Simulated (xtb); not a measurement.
hydrogen iodide (HI), singlet, from a rough starting geometry; xtb with GFN2-xTB.

Here is a job for xtb.
```
$ xtb mol.xyz --gfn 2 --opt vtight --json

# file mol.xyz
2

I      0.81555028    -0.03761141    -0.02393631
H     -0.76290341     0.03295320     0.01147464
```

Q: What does xtb print? Leave out banner, timings and long lists.

A: 
```
   ID    Z sym.   atoms
    1   53 I      1
    2    1 H      2

           -------------------------------------------------
          |                Calculation Setup                |
           -------------------------------------------------

           -------------------------------------------------
          |                 G F N 2 - x T B                 |
           -------------------------------------------------

          ...................................................
          :                      SETUP                      :
          :.................................................:
          :  # basis functions                  11          :
          :  # atomic orbitals                  10          :
          :  # shells                            4          :
          :  # electrons                         8          :
          :  max. iterations                   250          :
          :  Hamiltonian                  GFN2-xTB          :
          :  restarted?                      false          :
          :  GBSA solvation                  false          :
          :  PC potential                    false          :
          :  electronic temp.          300.0000000     K    :
          :  accuracy                    1.0000000          :
          :  -> integral cutoff          0.2500000E+02      :
          :  -> integral neglect         0.1000000E-07      :
          :  -> SCF convergence          0.1000000E-05 Eh   :
          :  -> wf. convergence          0.1000000E-03 e    :
          :  Broyden damping             0.4000000          :
          :  net charge                          0          :
          :  unpaired electrons                  0          :
          ...................................................

 iter      E             dE          RMSdq      gap      omega  full diag
   1     -4.3339445 -0.433394E+01  0.104E+01    6.75       0.0  T
   2     -4.3347863 -0.841746E-03  0.622E+00    6.56       1.0  T
   3     -4.3349989 -0.212611E-03  0.745E-01    6.34       1.0  T
   4     -4.3350401 -0.411741E-04  0.397E-01    6.37       1.0  T
   5     -4.3350604 -0.203181E-04  0.666E-02    6.35       1.1  T
   6     -4.3350608 -0.433385E-06  0.278E-02    6.35       2.5  T
   7     -4.3350608 -0.714716E-08  0.761E-04    6.35      92.9  T
   8     -4.3350608 -0.114344E-10  0.383E-04    6.35     184.8  T

   *** convergence criteria satisfied after 8 iterations ***

[...]
         :: total energy              -4.324944757801 Eh    ::
 * total energy  :    -4.3249448 Eh     change       -0.3666401E-11 Eh
 * total energy  :    -4.3249704 Eh     change       -0.2562932E-04 Eh
 * total energy  :    -4.3249752 Eh     change       -0.4833451E-05 Eh
 * total energy  :    -4.3249752 Eh     change       -0.3575698E-08 Eh
   *** GEOMETRY OPTIMIZATION CONVERGED AFTER 4 ITERATIONS ***
         :: total energy              -4.324975224174 Eh    ::
[...]
         4        2.0000           -0.4238958             -11.5348 (HOMO)
         5                         -0.1877659              -5.1094 (LUMO)
         6                          0.0062126               0.1691
         7                          0.0062126               0.1691
         8                          0.0214258               0.5830
         9                          0.0214258               0.5830
        10                          0.7476818              20.3455
      -------------------------------------------------------------
                  HL-Gap            0.2361299 Eh            6.4254 eV
             Fermi-level           -0.3058308 Eh           -8.3221 eV

     #   Z          covCN         q      C6AA      α(0)
     1  53 I        0.913    -0.190   386.058    33.918
     2   1 H        0.913     0.190     1.150     1.678

 Mol. C6AA /au·bohr⁶  :        429.210425
 Mol. C8AA /au·bohr⁸  :      36872.690583
 Mol. α(0) /au        :         35.596173

Wiberg/Mayer (AO) data.
largest (>0.10) Wiberg bond orders for each atom

 ---------------------------------------------------------------------------
     #   Z sym  total        # sym  WBO       # sym  WBO       # sym  WBO
 ---------------------------------------------------------------------------
     1  53 I    0.964 --     2 H    0.964
     2   1 H    0.964 --     1 I    0.964
 ---------------------------------------------------------------------------

Topologies differ in total number of bonds
Writing topology from bond orders to xtbtopo.mol

molecular dipole:
                 x           y           z       tot (Debye)
 q only:       -0.564       0.025       0.013
   full:       -0.972       0.043       0.022       2.475
molecular quadrupole (traceless):
                xx          xy          yy          xz          yz          zz
 q only:       -0.056       0.006       0.028       0.011      -0.001       0.028
  q+dip:       -0.595       0.043       0.297       0.036      -0.002       0.298
   full:        0.624      -0.039      -0.311      -0.005       0.000      -0.313

optimized geometry written to: xtbopt.xyz

           -------------------------------------------------
          | TOTAL ENERGY               -4.324975224174 Eh   |
          | GRADIENT NORM               0.000030411778 Eh/α |
          | HOMO-LUMO GAP               6.425420499897 eV   |
           -------------------------------------------------

normal termination of xtb
```
